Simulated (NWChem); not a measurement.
System: CH$_{7}$ClOSi$_{2}$; SMILES OC[SiH2][SiH2]Cl

The following NWChem deck was run.

```
start job
memory heap 200 mb stack 900 mb global 1100 mb
geometry units angstroms noautosym nocenter noautoz
  O      1.069065    -2.552003     0.185403
  C     -0.236872    -2.492094    -0.360557
  Si    -1.051005    -0.827030     0.097646
  Si     0.675532     0.739457    -0.151493
  Cl    -0.127548     2.662381    -0.061223
  H      0.996358    -2.617110     1.143719
  H     -0.124822    -2.537742    -1.456278
  H     -0.855106    -3.367336    -0.081715
  H     -2.236778    -0.503478    -0.754293
  H     -1.479472    -0.845155     1.533731
  H      1.358290     0.584867    -1.468911
  H      1.686814     0.625719     0.938471
end
basis spherical
  O library sto-3g
  C library sto-3g
  Si library sto-3g
  Cl library sto-3g
  H library sto-3g
end
dft
  xc m06-2x
  iterations 150
end
cosmo
  do_cosmo_smd true
  solvent water
end
task dft energy
```

NWChem printed, in part:

```
             Northwest Computational Chemistry Package (NWChem) 7.3.0
             --------------------------------------------------------

                             Geometry "geometry" -> ""
                             -------------------------

 Output coordinates in angstroms (scale by  1.889725989 to convert to a.u.)

  No.       Tag          Charge          X              Y              Z
 ---- ---------------- ---------- -------------- -------------- --------------
    1 O                    8.0000     1.06906500    -2.55200300     0.18540300
    2 C                    6.0000    -0.23687200    -2.49209400    -0.36055700
    3 Si                  14.0000    -1.05100500    -0.82703000     0.09764600
    4 Si                  14.0000     0.67553200     0.73945700    -0.15149300
    5 Cl                  17.0000    -0.12754800     2.66238100    -0.06122300
    6 H                    1.0000     0.99635800    -2.61711000     1.14371900
    7 H                    1.0000    -0.12482200    -2.53774200    -1.45627800
    8 H                    1.0000    -0.85510600    -3.36733600    -0.08171500
    9 H                    1.0000    -2.23677800    -0.50347800    -0.75429300
   10 H                    1.0000    -1.47947200    -0.84515500     1.53373100
   11 H                    1.0000     1.35829000     0.58486700    -1.46891100
   12 H                    1.0000     1.68681400     0.62571900     0.93847100

 Effective nuclear repulsion energy (a.u.)     344.0400310282

                                 NWChem DFT Module
                                 -----------------

 Summary of "ao basis" -> "ao basis" (spherical)
 ------------------------------------------------------------------------------
       Tag                 Description            Shells   Functions and Types
 ---------------- ------------------------------  ------  ---------------------
 O                           sto-3g                  3        5   2s1p
 C                           sto-3g                  3        5   2s1p
 Si                          sto-3g                  5        9   3s2p
 Cl                          sto-3g                  5        9   3s2p
 H                           sto-3g                  1        1   1s

 in cosmo_initialize ...
 calling solv_data for solv:h2o

 solvent parameters
 solvname_short: h2o
 solvname_long:  water
 dielec:       78.4000
 dielecinf:     1.7769
 aqueous SMD model solvent descriptors
 dielec:       78.4000
 sola:          0.8200

          ---------------
          -cosmo- solvent
          ---------------
 Cosmo: York-Karplus, doi: 10.1021/jp992097l
 dielectric constant -eps-     =  78.40
 screen = (eps-1)/(eps    )    =   0.98724
 surface charge correction     = lagrangian

   van der Waals surface
 --------------------------

[...]

                                COSMO-SMD solvation results
                                ---------------------------

             internal energy in gas <Psi(g)|H|Psi(g)> =     -1143.550337961228
         internal energy in solvent <Psi(s)|H|Psi(s)> =     -1143.549576332764
                               delta internal energy  =         0.000761628465 (    0.48 kcal/mol)
   total free energy in solvent <Psi(s)|H+V/2|Psi(s)> =     -1143.560289531724
 polarization energy contribution <Psi(s)|V/2|Psi(s)> =        -0.010713198961 (   -6.72 kcal/mol)
    total free energy in solvent including G(SMD-CDS) =     -1143.554047918833
                       G(SMD-CDS) energy contribution =         0.006241612892 (    3.92 kcal/mol)
     1 M fixed-concentration free energy of solvation =        -0.003709957604 (   -2.33 kcal/mol)

                       DFT Final Molecular Orbital Analysis
                       ------------------------------------

 Vector   31  Occ=2.000000D+00  E=-2.866046D-01
              MO Center=  1.2D-01,  2.3D+00, -8.7D-02, r^2= 2.1D+00
   Bfn.  Coefficient  Atom+Function         Bfn.  Coefficient  Atom+Function
  ----- ------------  ---------------      ----- ------------  ---------------
    37      0.935580   5 Cl pz               44     -0.257337  12 H  s
    33     -0.254273   5 Cl pz               43      0.251369  11 H  s
    35      0.145619   5 Cl px               28     -0.129602   4 Si pz
    24      0.058294   4 Si pz               31     -0.039575   5 Cl px
    42      0.037825  10 H  s                41     -0.036716   9 H  s

 Vector   32  Occ=2.000000D+00  E=-2.585098D-01
              MO Center= -1.1D-01,  8.6D-01, -3.6D-02, r^2= 4.4D+00
   Bfn.  Coefficient  Atom+Function         Bfn.  Coefficient  Atom+Function
  ----- ------------  ---------------      ----- ------------  ---------------
    35      0.554552   5 Cl px               36      0.359384   5 Cl py
    17      0.318956   3 Si px               26     -0.297705   4 Si px
    18      0.224840   3 Si py               27     -0.208592   4 Si py
    43     -0.199670  11 H  s                 4     -0.180587   1 O  py
    44     -0.176507  12 H  s                42     -0.175076  10 H  s

 Vector   33  Occ=2.000000D+00  E=-2.089517D-01
              MO Center=  5.1D-01, -2.3D+00,  7.8D-02, r^2= 2.1D+00
   Bfn.  Coefficient  Atom+Function         Bfn.  Coefficient  Atom+Function
  ----- ------------  ---------------      ----- ------------  ---------------
     4      0.847797   1 O  py               18      0.288311   3 Si py
     9     -0.248077   2 C  py               40      0.221856   8 H  s
    16     -0.133076   3 Si s                41      0.123361   9 H  s
    14     -0.111457   3 Si py                5      0.097785   1 O  pz
     8      0.089605   2 C  px               17     -0.085415   3 Si px

 Vector   34  Occ=0.000000D+00  E= 1.935890D-01
              MO Center=  1.7D-01,  1.1D+00, -9.7D-02, r^2= 2.9D+00
   Bfn.  Coefficient  Atom+Function         Bfn.  Coefficient  Atom+Function
  ----- ------------  ---------------      ----- ------------  ---------------
    25      0.808761   4 Si s                36      0.695399   5 Cl py
    27      0.605601   4 Si py               26     -0.448334   4 Si px
    34     -0.387547   5 Cl s                16     -0.338794   3 Si s
    17     -0.337556   3 Si px               35     -0.253216   5 Cl px
    43     -0.201474  11 H  s                44     -0.201419  12 H  s

 Vector   35  Occ=0.000000D+00  E= 2.493634D-01
              MO Center= -8.6D-02,  5.9D-02, -6.2D-02, r^2= 2.6D+00
   Bfn.  Coefficient  Atom+Function         Bfn.  Coefficient  Atom+Function
  ----- ------------  ---------------      ----- ------------  ---------------
    27      0.836577   4 Si py               16      0.660593   3 Si s
    18      0.612441   3 Si py               25     -0.512972   4 Si s
    41     -0.345959   9 H  s                17      0.272441   3 Si px
    44      0.264148  12 H  s                23     -0.253706   4 Si py
    43      0.221899  11 H  s                42     -0.214494  10 H  s

 Vector   36  Occ=0.000000D+00  E= 3.158411D-01
              MO Center= -3.3D-01, -4.3D-01, -2.3D-01, r^2= 3.9D+00
   Bfn.  Coefficient  Atom+Function         Bfn.  Coefficient  Atom+Function
  ----- ------------  ---------------      ----- ------------  ---------------
    19      0.679744   3 Si pz               28      0.646343   4 Si pz
    41      0.550029   9 H  s                43      0.505920  11 H  s
    44     -0.376203  12 H  s                42     -0.364797  10 H  s
     7      0.333026   2 C  s                16     -0.279226   3 Si s
    18      0.253176   3 Si py                3      0.225209   1 O  px

     Multipole analysis of the density
     ---------------------------------

     L   x y z        total         alpha         beta         nuclear
     -   - - -        -----         -----         ----         -------
     0   0 0 0     -0.000000    -33.000000    -33.000000     66.000000

     1   1 0 0     -0.170674      0.810739      0.810739     -1.792152
     1   0 1 0     -1.339011     -0.674827     -0.674827      0.010643
     1   0 0 1      0.323548      2.637356      2.637356     -4.951163

     2   2 0 0    -37.040658    -99.282817    -99.282817    161.524976
     2   1 1 0      3.414920      1.849738      1.849738     -0.284556
     2   1 0 1      0.904137      0.883384      0.883384     -0.862632
     2   0 2 0    -43.524584   -474.262848   -474.262848    905.001112
     2   0 1 1     -1.902016      6.324344      6.324344    -14.550703
     2   0 0 2    -34.473003    -36.821545    -36.821545     39.170087
```

Level: M06-2X/STO-3G, SMD on the gas-phase geometry. Structure relaxed at the PBE0/def2-SVP level. Solvent: water.
